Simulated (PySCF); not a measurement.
Gas-phase reaction: SnCl2 + 2 I2 = SnI4 + 2 Cl

Computed with PySCF (xtb for GFN2) and rigid-rotor harmonic-oscillator thermochemistry at 1 bar. † marks an energy on the PBE0/def2-TZVP geometry and frequencies; other levels use their own. Open shells (unrestricted): Cl (multiplicity 2, electronic degeneracy 6); the rest are closed-shell singlets. GFN2 has no spin-polarisation term. Spin-orbit splitting is ignored; it lowers the true energy and changes the entropy of Cl. I, Sn: scalar-relativistic def2 core potential, no spin-orbit coupling. The harmonic model lacks anharmonicity and excited electronic states, which grow with temperature; levels with a mode under 35 cm⁻¹ are left out. Soft modes under 120 cm⁻¹ make the harmonic entropy rough for SnCl2, SnI4.

```
level               ΔE electronic, kJ  ΔH°(298 K), kJ  ΔS°(298 K), J/K  ΔG°(1600 K), kJ
------------------  -----------------  --------------  ---------------  ---------------
GFN2-xTB                          316             320              -36              353
HF/def2-TZVP†                      58              62              -42              104
M06-2X/def2-TZVP†                 196             200              -42              242
PBE/def2-TZVP†                    257             261              -42              303
PBE0/def2-SVP†                    185             190              -42              232
ωB97M-V/def2-TZVP†                212             216              -42              259
```
ΔH° is lowest at HF/def2-TZVP† and highest at GFN2-xTB. No reference value is set beside these.
